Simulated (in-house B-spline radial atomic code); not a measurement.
How numerical settings move a run on K³⁺, [Ne] 3s2 3p4. Computed with a B-spline radial code for spherical atoms: Dirac-Kohn-Sham PBE, spherical fractional occupations, Fermi nucleus of rms radius 3.4349 fm.

Command:
```bash
python run_scf.py task.json out
```
Settings of the sound reference run:
```
Z                19
electrons        16
configuration    [Ne] 3s2 3p4
hamiltonian      dirac
method           pbe,pbe
spin_polarised   False
nucleus          fermi
rms_radius       3.4349
mass_number      39
atomic_mass      38.96371
speed_of_light   137.036
knot_spacing     0.22
spline_order     8
gauss_points     12
box_radius       16.22
max_iterations   70
damping          0.5
damped_steps     3
diis_vectors     10
tolerance        1e-08
start            Thomas-Fermi
```

Time taken, with all properties: 1.2 s on 1 thread of Intel(R) Xeon(R) Platinum 8375C CPU @ 2.90GHz, with other jobs on the host.

It converges in 8 iterations to -599.033598 hartree, with 3p3/2 at -54.6699 eV. The other runs change the listed settings, some to values that make no sense; their results aren't properties of the atom or ion. Radii are in bohr (the nuclear one in fm), a minus after a letter asks for a j subshell, and «unchanged» means within 1e-8 hartree. The run stops when the residual is below 10 × tolerance × max(1, Z/10), or a noise floor if that is larger, and the energy moves by less than 1e-8 × √|E| hartree; so very loose and very tight tolerances often act alike.

```tsv
changed settings	outcome
spline_order = 7	converged in 8 iterations, energy +1.50e-06 hartree from the reference, 3p3/2 level +3.3e-05 eV
electrons = 17, configuration = [Ne] 3s2 3p4 2f1, max_iterations = 60	stopped with error: there is no 2f shell
spline_order = 7, gauss_points = 6, max_iterations = 5	not converged after 5 iterations, last residual 5.1e-03, last energy +7.06e-04 hartree from the reference
tolerance = 1e-13	converged in 8 iterations, energy unchanged
max_iterations = 2	not converged after 2 iterations, last residual 1.4e-01, last energy +4.63e-01 hartree from the reference
spline_order = 10	converged in 8 iterations, energy +8.91e-07 hartree from the reference, 3p3/2 level +2.8e-05 eV
box_radius = 3.24, first_knot = 0.158, max_iterations = 3, diis_vectors = 20	not converged after 3 iterations, last residual 4.4e-02, last energy +1.45e+00 hartree from the reference
spline_order = 3	converged in 8 iterations, energy +1.19e-02 hartree from the reference, 3p3/2 level -1.6e-03 eV
spline_order = 6	converged in 9 iterations, energy +2.28e-06 hartree from the reference, 3p3/2 level -4.5e-06 eV
electrons = 19, configuration = [Ne] 3s2 3p4 4s3, max_iterations = 50	stopped with error: shell 4s holds at most 2 electrons
```

Task: What happens with spline_order = 5?

Result: Converged in 8 iterations, energy +4.79e-06 hartree from the reference, 3p3/2 level +1.2e-05 eV.

Task: What happens with gauss_points = 5, max_iterations = 3?

Result: Not converged after 3 iterations, last residual 3.8e-02, last energy +4.40e-02 hartree from the reference.

Task: What happens with method = scan,scan?

Result: Stopped with error: meta-GGAs are not served with the Dirac Hamiltonian.

Task: What happens with knot_spacing = 2, first_knot = 0.0526, max_iterations = 3?

Result: Not converged after 3 iterations, last residual 1.2e-01, last energy +3.91e+01 hartree from the reference.
